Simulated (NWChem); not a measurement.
System: SiICl, singlet; SMILES Cl[Si]I

The following NWChem deck was run.

```
start job
memory heap 200 mb stack 900 mb global 1100 mb
geometry units angstroms noautoz
  Si     1.047998    -1.121946     0.000000
  Cl    -0.556282    -2.460664     0.000000
  I     -0.099068     1.090005     0.000000
end
basis spherical
  * library def2-svp
end
ecp
  I library def2-ecp
end
dft
  xc optx lyp
  iterations 150
  mulliken
end
task dft energy
```

Low-valent species are run as closed-shell singlets; no triplet was tried in these runs. Structure relaxed at the PBE0/def2-SVP level. def2 effective core potentials on I; no spin-orbit coupling.

Task: Predict the main results of this run. (OLYP/def2-SVP with def2 effective core potentials on I.) Quantities: energy (Ha); highest occupied level (eV); orbital gap (eV); dipole (D).

Result: 
```
Property                        Value
---------------------------  --------
energy (Ha)                  -1047.52
highest occupied level (eV)     -6.12
orbital gap (eV)                 2.55
dipole (D)                       0.68
```
